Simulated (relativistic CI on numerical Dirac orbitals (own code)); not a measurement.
**Yb XXXII: q coefficients and field-shift factors**

Calculated at this level of theory: Dirac-Coulomb-Breit CI, orbitals from a KLI potential per configuration, derivatives by finite differences, unscaled Slater integrals, QED left out (own radial code, finite nucleus).

Configurations in the expansion (outside the closed core [Ar] 3d10): 4s²4p⁶4d³, 4s²4p⁵4d⁴, 4s²4p⁶4d²4f, 4s²4p⁶4d4f², 4s4p⁶4d⁴, 4p⁶4d⁵, 4s²4p⁶4d²5s, 4s²4p⁶4d4f5s. Levels of other configurations are missing.

With x = (α/α₀)² − 1 an excitation energy changes as ω = ω₀ + qx; K = 2q/ω₀ is the relative enhancement. Terms are leading LS components, so labels can repeat. The field-shift factor is F = δν/δ⟨r²⟩ for the transition from the lowest level.

Lowest level 4s²4p⁶4d³ ⁴F3/2.

| Level | ω₀ (cm⁻¹) | q (cm⁻¹) | K | F (GHz/fm²) |
| --- | --- | --- | --- | --- |
| 4s²4p⁶4d³ ⁴F5/2 | 83690 | 104400 | 2.5 | 2.4 |
| 4s²4p⁶4d³ ⁴P3/2 | 103233 | 98610 | 1.91 | 2.04 |
| 4s²4p⁶4d³ ⁴F7/2 | 112582 | 111400 | 1.98 | 2.57 |
| 4s²4p⁶4d³ ⁴P1/2 | 117234 | 102400 | 1.75 | 1.95 |
| 4s²4p⁶4d³ ²G9/2 | 118368 | 104300 | 1.76 | 2.64 |
| 4s²4p⁶4d³ ⁴P5/2 | 172774 | 126600 | 1.47 | 2.58 |
| 4s²4p⁶4d³ ⁴F7/2 | 196686 | 203300 | 2.07 | 4.62 |
| 4s²4p⁶4d³ ⁴F9/2 | 209006 | 210500 | 2.01 | 5.08 |
| 4s²4p⁶4d³ ⁴P3/2 | 219577 | 208500 | 1.9 | 4.22 |
| 4s²4p⁶4d³ ²P1/2 | 228242 | 209600 | 1.84 | 4.47 |
| 4s²4p⁶4d³ ²D5/2 | 239584 | 193400 | 1.61 | 3.62 |
| 4s²4p⁶4d³ ²H11/2 | 240574 | 208900 | 1.74 | 5.35 |
| 4s²4p⁶4d³ ²F5/2 | 255291 | 214300 | 1.68 | 4.3 |

At this charge energies of transitions that change n are usually good to better than 1 %, and those within a shell (Δn = 0) to a few per cent. Terms inside the open d or f shell come out 10 to 20 % too wide with unscaled integrals.
